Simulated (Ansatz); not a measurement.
**Ligand exchange: C2H8O2Si2 + SiH3(CH3) → C2H10OSi3 + CH4O**

Species: C2H8O2Si2 `C=C[Si](O)(O)[SiH3]`, singlet; SiH3(CH3) (methylsilane), singlet; C2H10OSi3 `C=C[Si](O)([SiH3])[SiH3]`, singlet; CH4O (methanol) `CO`, singlet. The partners trade OH for SiH3: Si–OH and C–SiH3 bonds give way to Si–SiH3 and C–OH.

Shapes, held fixed at every level: PBE0-D4/def2-TZVP. Flexible molecules stand in one conformer, not always the lowest. Programs: Ansatz 0.2.0. Electronic energies: no zero-point or thermal term.

| level | kind | ΔE (kJ/mol) | less CCSD(T)/CBS estimate |
| --- | --- | --- | --- |
| HF/def2-TZVPP | Hartree–Fock | +222.2 | +10.0 |
| PBE-D4/def2-TZVPP | GGA | +185.6 | -26.6 |
| PBE0-D4/def2-TZVPP | global hybrid | +193.8 | -18.4 |
| wB97X-V/def2-TZVPP | range-separated hybrid | +206.1 | -6.1 |
| B2PLYP/def2-TZVPP | double hybrid | +214.5 | +2.3 |
| CCSD/def2-TZVPP | coupled cluster or CI | +213.2 | +1.0 |
| CCSD(T)/CBS estimate | coupled cluster or CI | +212.2 | 0.0 |

The highest level, CCSD(T)/CBS estimate, gives ΔE = +212.2 kJ/mol; the levels span +185.6 to +222.2. The column of differences is taken from that level and isn't an error. No measured value is set beside it here. The CBS estimate extrapolates MP2 from def2-TZVPP and def2-QZVPP and adds CCSD(T) − MP2 in the triple-zeta set, cores frozen.
